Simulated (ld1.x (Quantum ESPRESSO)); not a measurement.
# caesium (Cs), TM semilocal: configuration errors across variants

caesium (Cs), norm-conserving Troullier–Martins (semilocal form), made with ld1.x (Quantum ESPRESSO) 7.5 (LDA (PZ), scalar-relativistic). Core [Xe], reference 5d0 6s0.5 6p0 (charge +0.5). Waves: 6s (bound): rc 4.00 bohr; 6p (bound, empty): rc 3.35 bohr; 5d (bound, empty): rc 3.65 bohr. Local part: the d channel. Core correction: Bessel-smoothed model core inside 1.65 bohr.

All-electron excitation energies from the reference (eV): (1) 5d0 6s1 6p0 -1.555; (2) 5d0 6s0 6p1 -0.079; (3) 5d1 6s0 6p0 0.167; (4) 5d0.5 6s0.5 6p0 -0.688; (5) 5d0 6s0.5 6p0 spin -0.036; (6) 5d0 6s1 6p0 spin -1.663.

Spin tests fill each open shell by Hund’s rule, majority spin first.

In the semilocal form every listed channel keeps its own potential, so the choice of the local channel does not act on these tests. It acts once the file is put into the separable form.

A semilocal file is local in each channel, so a ghost entry of none says nothing of the separable form that plane-wave codes build from it.

Tests that are not counted but printed errors over 1 eV. “wave 6p (bound): rc 3.35 bohr becomes 6p (bound): rc 2.98 bohr”: 5d0 6s0 6p1 (solver errors, printed error -2.5 eV).

2 further variants failed, have other tests or another functional or relativity, and are left out.

A true bound ghost makes a file unfit for plane-wave use even where its test errors are small: the radial tests pick states by their node count and pass the ghost by.

Errors AE − PS in meV (a dash: test not solved or not reliable):

| change | (1) | (2) | (3) | (4) | (5) | (6) | bound ghosts |
| --- | --- | --- | --- | --- | --- | --- | --- |
| base | -2.8 | +0.7 | -12 | -6.6 | -0.3 | -2.7 | p |
| all radii but the core radius scaled by about 1.36 (s 5.42, p 4.54, d 4.96 bohr) | -2.8 | -3.5 | -6.6 | -4.8 | -1.0 | -4.1 | none |
| core correction Bessel-smoothed model core inside 2.36 bohr | -2.8 | +0.7 | -12 | -6.6 | -0.3 | -2.7 | p |
| form changed from semilocal to separable (Kleinman–Bylander), still TM; local potential all-electron potential smoothed inside 2.55 bohr (lloc = -1) | -2.7 | -4.5 | -13 | -6.9 | -0.3 | -2.7 | p, s |
| wave 6p (bound): rc 3.35 bohr becomes 6p (bound): rc 2.98 bohr | -2.8 | – | -12 | -6.6 | -0.3 | -2.7 | none |

Task: Give the same row for: wave 6s (bound): rc 4.00 bohr becomes 6s (bound): rc 4.26 bohr.

Result: -2.8, +0.8, -12, -6.7, -0.3, -2.7; bound ghosts: p.
